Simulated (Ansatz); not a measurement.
Basis sets compared for the cluster Ca₄Se₃. Total charge 0; singlet. Geometry PBE-D4/def2-SVP. Ansatz on 4 threads of Arm Neoverse V1 on a shared host; times are rough, and most runs start from earlier orbitals.

```xyz
7

Ca    0.899    1.815   -1.208
Ca   -1.175    1.174    1.673
Ca    1.169   -1.363    0.541
Ca   -1.791   -0.581   -1.420
Se   -1.555   -1.529    1.176
Se    1.585    1.265    1.422
Se    0.868   -0.780   -2.183
```

The structure comes from a short search, and lower isomers may exist.

Binding counts from free atoms (Ca singlet, Se triplet) in the same basis, without a counterpoise term.

```tsv
level	functions	energy (Eh)	HOMO (eV)	LUMO (eV)	binding per atom (eV)	wall time
PBE-D4/def2-SVP	192	-9912.2632	-3.08	-1.85	3.13	5.5 s
PBE0-D4/def2-SVP	192	-9912.6782	-3.54	-1.36	3.05	11 s
```

Problem. Estimate the rows for PBE-D4/def2-TZVP (with forces), PBE0-D4/def2-TZVP.

Solution. 
```csv
level,functions,energy (Eh),HOMO (eV),LUMO (eV),binding per atom (eV),wall time
PBE-D4/def2-TZVP (with forces),288,-9913.4800,-3.11,-1.89,3.07,12 s
PBE0-D4/def2-TZVP,288,-9913.8915,-3.57,-1.41,3.00,28 s
```
